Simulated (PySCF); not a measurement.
H3NSeZn.

```xyz
6

Zn    -0.0189     0.8539     0.0000
N      0.1197     2.6788     0.0000
H     -0.2457     3.1624    -0.8202
H     -0.2457     3.1624     0.8202
Se     0.0484    -1.4462     0.0000
H     -1.4275    -1.5221     0.0000
```

Geometry optimised at B3LYP-D3(BJ)/def2-SVP. The structure was generated by enumeration; whether it is a known compound was not checked. Other conformers were not sampled.

Level of theory: PBE/pcSseg-1 run with PySCF. Non-relativistic, no solvent.

Computed absolute GIAO shielding of each atom: isotropic value and principal components (ppm):
| atom | σ(iso) | σ11 | σ22 | σ33 | span |
|---|---|---|---|---|---|
| Zn1 | 1494.8 | 1039.0 | 1057.7 | 2387.9 | 1348.8 |
| N2 | 256.1 | 226.6 | 242.5 | 299.2 | 72.6 |
| H3 | 31.0 | 23.3 | 25.9 | 43.9 | 20.6 |
| H4 | 31.0 | 23.3 | 25.9 | 43.9 | 20.6 |
| Se5 | 2271.4 | 2132.5 | 2162.8 | 2519.0 | 386.5 |
| H6 | 31.7 | 21.3 | 26.8 | 47.2 | 25.9 |
